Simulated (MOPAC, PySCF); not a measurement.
C$_{4}$H$_{9}$N, SMILES `C=CCNC` (C–C–C–N torsion 123°, C–C–N–C torsion 179°), neutral singlet in the gas phase. 

Z-matrix (Å, degrees):
```
C
H 1 1.0966
H 1 1.1031 2 106.54
N 1 1.4580 2 107.18 3 -121.27
H 4 1.0132 1 109.18 2 -176.97
C 4 1.4540 5 110.22 1 125.08
H 6 1.0905 4 109.65 5 53.92
H 6 1.0925 7 107.75 4 -119.01
H 6 1.1021 7 108.34 8 -116.09
C 1 1.4963 2 109.31 3 118.51
C 10 1.3265 1 124.55 2 -118.58
H 11 1.0825 10 121.74 1 179.81
H 11 1.0845 12 116.84 10 179.58
H 10 1.0860 11 120.11 12 -1.20
```
Charge 0, multiplicity 1.

All levels are single points at this geometry (B3LYP-D3(BJ)/def2-TZVP); Pople sets use spherical d functions. Orbital energies aren't observables, and empty levels follow the basis.

| level | HOMO (eV) | LUMO (eV) | gap (eV) | dipole (D) | vertical IE, Delta-SCF (eV) |
|---|---|---|---|---|---|
| B3LYP-D3(BJ)/def2-TZVP in PySCF | -6.28 | -0.01 | 6.27 | 0.85 | 8.72 |
| PBE-D3(BJ)/def2-TZVP in PySCF | -5.07 | -0.82 | 4.25 | 0.80 | – |
| BP86/6-31G* in PySCF | -4.77 | -0.41 | 4.36 | 0.83 | – |
| PBE/6-31G* in PySCF | -4.65 | -0.31 | 4.34 | 0.83 | 8.21 |
| SVWN5/6-31G* in PySCF | -4.70 | -0.51 | 4.19 | 0.85 | – |
| HF/3-21G in PySCF | -9.65 | 4.98 | 14.63 | 1.16 | – |
| HF/6-31G* in PySCF | -9.81 | 4.93 | 14.73 | 1.01 | 7.52 |
| AM1 in MOPAC | -9.53 | 1.23 | 10.75 | 1.25 | – |
| PM3 in MOPAC | -9.21 | 1.04 | 10.25 | 1.17 | – |
